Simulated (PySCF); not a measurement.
Rigid-rotor lines calculated for a species of formula AsBH5N (commonest isotopes; PBE0-D3(BJ)/def2-SVP geometry optimisation, gas phase (PySCF)), labelled J(Ka,Kc):

| transition | MHz |
| --- | --- |
| 2(1,1) ← 1(1,0) | 13393.8 |
| 1(1,1) ← 0(0,0) | 36935.0 |
| 2(0,2) ← 1(0,1) | 13174.4 |
| 1(0,1) ← 0(0,0) | 6587.8 |
| 2(1,2) ← 1(1,1) | 12957.3 |

Find the rotational constants.

1(0,1) ← 0(0,0) is B + C, 2(1,1) ← 1(1,0) is 3B + C and 2(1,2) ← 1(1,1) is B + 3C, so B − C is half the difference of the last two, 218.2 MHz. 1(1,1) ← 0(0,0) is A + C. A = 33750.3, B = 3403.0, C = 3184.8 MHz.

What moments of inertia, asymmetry and inertial defect follow?

I = 505379 MHz·u·Å² over each constant: Ia = 14.97, Ib = 148.51, Ic = 158.69 u·Å²; κ = (2B − A − C)/(A − C) = -0.986 (near-prolate asymmetric top); Δ = Ic − Ia − Ib = -4.80 u·Å².

Which dipole components do these lines need?

μa and μb (a-type: ΔKa even, ΔKc odd; b-type: both odd). The calculation gives |μa| = 2.53 D, |μb| = 0.75 D, |μc| = 0.07 D.

Where do these fall, and of which type are they? 4(2,3) ← 3(2,2); 3(1,2) ← 3(0,3); 3(2,1) ← 3(1,2); 3(2,1) ← 2(1,2); 3(1,2) ← 3(1,3); 2(1,1) ← 2(1,2); 4(2,2) ← 4(1,3); 4(1,3) ← 4(1,4); 4(3,2) ← 3(2,1); 2(1,2) ← 1(0,1); 3(2,1) ← 2(2,0).

| transition | MHz | type | branch |
| --- | --- | --- | --- |
| 2(1,1) ← 2(1,2) | 655 | a | Q |
| 3(1,2) ← 3(1,3) | 1309 | a | Q |
| 4(1,3) ← 4(1,4) | 2182 | a | Q |
| 3(2,1) ← 2(2,0) | 19768 | a | R |
| 4(2,3) ← 3(2,2) | 26350 | a | R |
| 3(1,2) ← 3(0,3) | 31116 | b | Q |
| 2(1,2) ← 1(0,1) | 43305 | b | R |
| 4(2,2) ← 4(1,3) | 90298 | b | Q |
| 3(2,1) ← 3(1,2) | 90721 | b | Q |
| 3(2,1) ← 2(1,2) | 111466 | b | R |
| 4(3,2) ← 3(2,1) | 178630 | b | R |

Which structure gave them?

`NB[AsH2]`. Three constants can't fix a structure by themselves; this is the one that was computed:
```xyz
8
AsBH5N angstrom
N     -1.430   -0.122   -0.342
B     -0.185   -0.255    0.253
As     1.449    0.567   -0.700
H     -2.279   -0.486    0.073
H     -1.578    0.349   -1.227
H     -0.103   -0.841    1.308
H      2.402   -0.535   -0.250
H      1.807    1.425    0.510
```

The values belong to one conformer with, in the numbering `[NH2:1][BH:2][AsH2:3]`, N1–B2–As3–H -146° and 123°. Not checked by PBE0-D3(BJ)/def2-SVP frequencies. These are rigid-rotor constants of the computed structure; measured ground-state constants (B0) also hold zero-point vibration. Quadrupole hyperfine structure (11B, 14N, 75As) is left out.

Hardware: an Arm Neoverse V1 with one thread, no GPU, shared host. Cost: 8.8 s of wall time. This is the geometry optimisation.
